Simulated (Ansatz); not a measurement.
Coupled-cluster run, CH4OSn, SMILES `[CH3][Sn][OH]`.

```yaml
crystal:
  periodic: [false, false, false]
  atoms:
    - {symbol: C, position_ang: [-0.773134, 0.486425, -0.226685]}
    - {symbol: Sn, position_ang: [1.310421, 0.353415, -0.903810]}
    - {symbol: O, position_ang: [1.821153, -1.057606, 0.395733]}
    - {symbol: H, position_ang: [-1.259703, -0.487664, -0.342273]}
    - {symbol: H, position_ang: [-1.348927, 1.229638, -0.781721]}
    - {symbol: H, position_ang: [-0.798739, 0.748902, 0.836003]}
    - {symbol: H, position_ang: [1.110228, -1.341111, 0.977054]}
basis:
  gaussian: {orbitals: def2-TZVPP}
correlation: {method: ccsd_t}
output: {orbitals: {seedname: orbitals}}
```

```sh
$ ansatz run in.yaml --threads 2 --pin off --events-out ev --progress --plain --max-ram 22528MiB --backend cuda --devices 0, --max-vram 18GiB
```

Output of Ansatz, abridged:

```
Functional definition: HF
1171 factors; integrals over basis functions are off by at most 1.1e-3 eV
mean field evaluation 1: about -8933.2055 eV, gradient 4.8e1 eV
mean field evaluation 2: about -8933.3108 eV, gradient 4.8e1 eV
mean field evaluation 4: about -8938.1582 eV, gradient 4.3e0 eV
mean field evaluation 8: about -8938.2447 eV, gradient 5.0e-1 eV
mean field -8938.24588886 eV, -328.4744778550 hartree, gradient 2.0e-6 eV, S^2 0.000000; 0 other end points of the search recorded, 0 dependent functions left out
6 core orbitals not correlated: weight in the atoms' cores, before any rotation towards them, 1.000 or more for the frozen orbitals, at most 0.000 for the correlated occupied ones
reference -8938.24588886 eV, -328.4744778550 hartree; 14, 14 occupied and 148, 148 virtual orbitals, 1171 factors
second order -20.10544489 eV of doubles, -0.00000000 eV of singles
cycle   1  -19.72338178 eV  change    3.8e-1 eV  update   1.1e-1
cycle   2  -20.20272488 eV  change   -4.8e-1 eV  update   3.8e-2
cycle   3  -20.32642247 eV  change   -1.2e-1 eV  update   2.3e-2
cycle   4  -20.32019221 eV  change    6.2e-3 eV  update   7.5e-3
cycle   5  -20.31482860 eV  change    5.4e-3 eV  update   3.9e-3
cycle   6  -20.31615742 eV  change   -1.3e-3 eV  update   1.6e-3
cycle   7  -20.31603521 eV  change    1.2e-4 eV  update   6.4e-4
cycle   8  -20.31586250 eV  change    1.7e-4 eV  update   1.7e-4
cycle   9  -20.31595372 eV  change   -9.1e-5 eV  update   6.4e-5
cycle  10  -20.31595933 eV  change   -5.6e-6 eV  update   2.3e-5
perturbative correction -0.71545995 eV, -0.0262926683 hartree
Total energy: -8959.27730814 eV, -329.2473682579 hartree
```

It took 4.6 s on 2 threads of an AMD EPYC 7R13 on a shared host and a share of an NVIDIA H100 80 GB, with 0.83 GiB of host memory at the peak.

The correlation energy is -21.031 eV, 3.4 % of it from (T); the T1 diagnostic reads 0.0162.
